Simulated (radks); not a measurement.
The numbers below are computed, except where a source is named.
Initial-state core-level shifts of the neodymium ion Nd+ when its valence configuration changes from [Xe] 4f4 6s1. Level of theory: scalar-relativistic Kohn-Sham, LDA (Slater exchange, Perdew-Wang correlation), spin-unpolarised, spherical densities, point nucleus (a radial shooting solver on a logarithmic mesh with Libxc functionals). Shifts are changes of the shell-averaged eigenvalues in eV (positive: less bound).

| valence | 1s | 3p | 3d | 4p |
|---|---|---|---|---|
| 4f4 5d0.5 6s0.5 | +0.872 | +0.875 | +0.881 | +0.889 |
| 4f3.5 5d0.5 6s0.5 6p0.5 | -3.487 | -4.153 | -4.110 | -3.872 |
| 4f3 6s1 6p1 | -9.584 | -11.087 | -11.008 | -10.412 |
| 4f3 5d0.5 6s0.5 6p1 | -8.420 | -9.899 | -9.812 | -9.231 |
| 4f5 | +5.316 | +6.204 | +6.156 | +5.952 |
| 4f4 5d1 | +1.681 | +1.686 | +1.698 | +1.716 |
| 4f3 5d1 6s1 | -6.177 | -7.640 | -7.546 | -6.972 |
| 4f3.5 5d0.5 6s1 | -2.908 | -3.580 | -3.537 | -3.297 |
| 4f3.5 6s1.5 | -3.939 | -4.625 | -4.589 | -4.346 |
